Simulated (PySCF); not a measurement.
C₄H₅ClSi, SMILES ClC1=C[SiH2]C=C1. Atoms are numbered in the order given.

```xyz
11

Cl     0.1179    -2.3424     0.0000
C      0.0603    -0.6018     0.0000
C      1.1509     0.1983     0.0000
Si     0.4850     1.9465     0.0000
C     -1.3046     1.3760     0.0000
C     -1.2853     0.0237     0.0000
H      2.1677    -0.1976     0.0000
H      0.8603     2.7353    -1.2124
H      0.8603     2.7353     1.2124
H     -2.2401     1.9410     0.0000
H     -2.1704    -0.6223     0.0000
```
Charge 0, spin multiplicity 1.

The structure is a stationary point at r2SCAN-D4/def2-SVP.

Two levels are set side by side: PBE/pcSseg-1 (PySCF) and B3LYP/pcSseg-1 (PySCF). GIAO shifts against HCl (³⁵Cl), TMS (²⁹Si), TMS (¹H), TMS (¹³C) at the same level; non-relativistic, no solvent, atoms listed together averaged. Without spin–orbit terms, shifts of atoms bonded to Cl or Br come out too high at both levels. Differences are taken from unrounded values.

| quantity | B3LYP | PBE | PBE minus B3LYP |
|---|---|---|---|
| δ(³⁵Cl) of Cl1 (ppm) | 298.8 | 326.8 | 28.0 |
| δ(¹³C) of C2 (ppm) | 165.9 | 162.0 | -3.9 |
| δ(¹³C) of C3 (ppm) | 126.6 | 123.2 | -3.4 |
| δ(²⁹Si) of Si4 (ppm) | -42.5 | -42.4 | 0.1 |
| δ(¹³C) of C5 (ppm) | 139.2 | 136.6 | -2.6 |
| δ(¹³C) of C6 (ppm) | 164.2 | 162.0 | -2.2 |
| δ(¹H) of H7 (ppm) | 6.23 | 6.24 | 0.01 |
| δ(¹H) of H8, H9 (ppm) | 4.91 | 5.14 | 0.23 |
| δ(¹H) of H10 (ppm) | 6.65 | 6.73 | 0.08 |
| δ(¹H) of H11 (ppm) | 7.16 | 7.24 | 0.08 |

Rough cost on one machine, each run with all the roots and properties that it gave: B3LYP against PBE within a factor of 2.
